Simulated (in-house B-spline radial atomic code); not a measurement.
# RPA and G0W0 on CAM-B3LYP: the oxygen ion O⁶⁺

Configuration 1s2, mean-field start CAM-B3LYP. Computed with an all-electron radial atomic-structure program (B-spline basis): all electrons, non-relativistic, point nucleus, each spin shell either full or empty, empty states to l = 9 with an (l + 1/2)⁻⁴ tail; G0W0 by contour deformation at full frequency.

Relativity, left out, deepens the 1s level by about Z⁴α²/8 hartree.

Command:
```bash
python run_gw.py task.json out
```
Settings (radii: box in bohr, nucleus in fm):
```
Z                        8
electrons                2
configuration            1s2
hamiltonian              nr
method                   camb3lyp
lmax                     9
spin_polarised           False
box_radius               9.29
intervals                44
ion_configuration        1s1
```

Cost of the run: 1.1 s on 1 thread of Arm Neoverse N1, with other jobs on the host.

Energies (hartree):

```
                                     term      value
                         mean-field total  -59.10641
Hartree-Fock functional on these orbitals  -59.11015
                      direct second order  -0.092516
                    second-order exchange   0.046259
                         SOSEX correction   0.044786
```

Question: What is the RPA correlation energy, and what remains with SOSEX?

Answer: RPA gives -0.08957 hartree (-1.22 eV per electron); RPA + SOSEX gives -0.044784, and the second-order doubles -0.046257 hartree (no singles). SOSEX takes back 50 % of the RPA value, the self-correlation of each of the two electrons.

Quasi-particle levels (eV):

| level | occupied | mean field | Σx - vxc | Σc | QP weight | G0W0 |
| --- | --- | --- | --- | --- | --- | --- |
| 1s | yes | -703.83 | -35.52 | ? | ? | ? |
| 2s | no | -148.42 | 10.78 | -0.21 | 1.000 | -137.85 |

G0W0 = mean field + (Σx - vxc) + Σc, with Σc (partial-wave tail included) taken at the quasi-particle energy.

Question: Where does G0W0 put 1s?

Answer: At -738.73 eV, with Σc = 0.62 eV and a quasi-particle weight of 0.995. The tabulated removal energy is 739.327 eV (NIST, tabulated theory).

Question: What does it cost to remove one electron (to 1s1) by differences of total energies, each species on its own start (correlation terms add to the Hartree-Fock functional)?

Answer: CAM-B3LYP 738.59 eV, Hartree-Fock functional 737.72 eV, + RPA 739.54 eV, + RPA + SOSEX 738.93 eV, + second order 738.97 eV. Tabulated: 739.327 eV (NIST, tabulated theory).
